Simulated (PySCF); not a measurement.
Correlation energy of K²⁺ (potassium, charge +2)

[Ne] 3s2 3p5, 2P determinant. Computed with PySCF 2.14 in x2c-SVPall (5s3p2d, 24 functions), with scalar relativity by spin-free X2C-1e. Frozen: [Ne] 3s2; 5 electrons correlated.

Total MP2 correlation energy: -24.00 mhartree.

Same-spin part -7.49 and opposite-spin part -16.51 mhartree; SCS-MP2 scales them by 1/3 and 6/5 to -22.31 mhartree.

| level | correlation energy (mhartree) |
| --- | --- |
| CCSD | -27.48 |
| (T) | -0.01 |
| CCSD(T) | -27.49 |

Diagnostics: T1 = 0.00057, D1 = 0.0008, largest double amplitude 0.014.

Cost of the coupled-cluster step: 0.09 s of wall time on 1 thread of Neoverse-V1 (shared host), for 5 correlated electrons.

Iterations:

```
CC2 = 0
CCSD nocc = (np.int64(3), np.int64(2)), nmo = (18, 18)
frozen orbitals [[0, 1, 2, 3, 4, 5], [0, 1, 2, 3, 4, 5]]
max_cycle = 100
direct = 0
conv_tol = 1e-08
conv_tol_normt = 1e-06
diis_space = 8
diis_start_cycle = 0
Init t2, MP2 energy = -0.023996595519191
Init E_corr(UCCSD) = -0.0239965955191959
cycle = 1  E_corr(UCCSD) = -0.027026886131857  dE = -0.00303029061  norm(t1,t2) = 0.010947
cycle = 2  E_corr(UCCSD) = -0.0274184340085461  dE = -0.000391547877  norm(t1,t2) = 0.00164402
cycle = 3  E_corr(UCCSD) = -0.0274841904205816  dE = -6.5756412e-05  norm(t1,t2) = 0.000327925
cycle = 4  E_corr(UCCSD) = -0.0274827662973962  dE = 1.42412319e-06  norm(t1,t2) = 4.7033e-05
cycle = 5  E_corr(UCCSD) = -0.0274828321846601  dE = -6.58872639e-08  norm(t1,t2) = 6.8869e-06
cycle = 6  E_corr(UCCSD) = -0.0274828270801901  dE = 5.10446997e-09  norm(t1,t2) = 4.75302e-07
UCCSD converged
E(UCCSD) = -600.0799912869664  E_corr = -0.02748282708019012
UCCSD(T) correction = -1.24330651808438e-05
```
